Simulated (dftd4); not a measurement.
C4H10O2, singlet, geometry from GFN2-xTB; D4 for revpbe (dftd4).

Here is a job for dftd4.
```
$ dftd4 mol.xyz --func revpbe --charge 0 --json dftd4.json --noedisp --grad

# file mol.xyz
16

C      2.54950472     0.54334797    -0.24605806
O      1.38345909    -0.09997987     0.19559518
C      0.23988357     0.24045846    -0.55972664
C     -0.95499430    -0.50342354     0.04806535
C     -2.24478646    -0.19004403    -0.69843881
O     -1.11983341    -0.13106068     1.39642165
H      2.45241018     1.63403526    -0.17660422
H      3.35582024     0.20771282     0.40294336
H      2.78045923     0.27681584    -1.28466438
H      0.06530137     1.32623464    -0.51216537
H      0.37389487    -0.04723821    -1.61269568
H     -0.74305430    -1.58420892    -0.01046806
H     -2.44188471     0.87797047    -0.66031259
H     -2.17127461    -0.50778994    -1.73444189
H     -3.06987896    -0.70923108    -0.22025609
H     -0.24844409    -0.16800953     1.80947925
```

It wrote (shortened):

```
                    ____  _____ _____     ____  _  _
      -------------|  _ \|  ___|_   _|---|  _ \| || |------------
     |             | | | | |_    | | ___ | | | | || |_           |
     |             | |_| |  _|   | ||___|| |_| |__   _|          |
     |             |____/|_|     |_|     |____/   |_|            |
     |             ===================================           |
     |            E. Caldeweyher, S. Ehlert & S. Grimme          |
     |          Mulliken Center for Theoretical Chemistry        |
     |                    University of Bonn                     |
      -----------------------------------------------------------

Rational (Becke-Johnson) damping: revpbe-D4-ATM
---------------------
  s6         1.0000
  s8         1.7468
  s9         1.0000
  a1         0.5363
  a2         3.0726
 alp        16.0000
--------------------

Dispersion energy:      -3.6569816132482E-02 Eh

Gradient norm:           3.3900412219421E-03 Eh/a0
--------------------------------------------------
     #    Z           dE/dx      dE/dy      dE/dz
--------------------------------------------------
     1    6 C     1.230E-03  3.426E-04 -1.417E-04
     2    8 O     1.128E-03 -9.292E-05  1.980E-05
     3    6 C     3.297E-04  2.461E-04 -5.684E-04
     4    6 C    -4.912E-04 -4.044E-04  1.203E-04
     5    6 C    -1.368E-03 -1.012E-04 -6.456E-04
     6    8 O    -4.799E-04 -1.700E-04  1.761E-03
     7    1 H     3.617E-04  1.808E-04  6.737E-05
     8    1 H     2.092E-04 -2.464E-06  6.115E-05
     9    1 H     3.958E-04  1.116E-06 -6.911E-05
    10    1 H     8.796E-05  4.371E-04 -1.128E-04
    11    1 H     1.757E-04 -3.675E-05 -4.371E-04
    12    1 H    -9.083E-05 -4.271E-04  1.537E-04
    13    1 H    -5.035E-04  1.784E-04 -1.597E-04
    14    1 H    -4.470E-04 -8.004E-05 -3.304E-04
    15    1 H    -3.958E-04 -5.556E-05 -1.045E-04
    16    1 H    -1.415E-04 -1.586E-05  3.866E-04
--------------------------------------------------

Virial:
--------------------------------------------------
      component           x          y          z
--------------------------------------------------
          x       2.859E-02  4.329E-03  2.236E-04
          y       4.329E-03  4.332E-03 -1.165E-03
          z       2.236E-04 -1.165E-03  1.046E-02
--------------------------------------------------

[Info] Dispersion results written to 'dftd4.txt'
[Info] JSON dump of results written to 'dftd4.json'
```
